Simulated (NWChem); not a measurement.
CHCl, singlet; SMILES [CH]Cl

Program: NWChem. Low-valent species are run as closed-shell singlets; no triplet was tried in these runs. The level has its own optimisation; frequencies are unscaled.

**Question.** What does the run give for Hartree-Fock/STO-3G? Quantities: r C–Cl (Å); r C–H (Å); highest harmonic frequency (cm⁻¹); lowest (cm⁻¹); zero-point energy (kcal/mol).

**Answer.** 
* **r C–Cl (Å)**: 1.797
* **r C–H (Å)**: 1.130
* **highest harmonic frequency (cm⁻¹)**: 3416
* **lowest (cm⁻¹)**: 923
* **zero-point energy (kcal/mol)**: 8.2
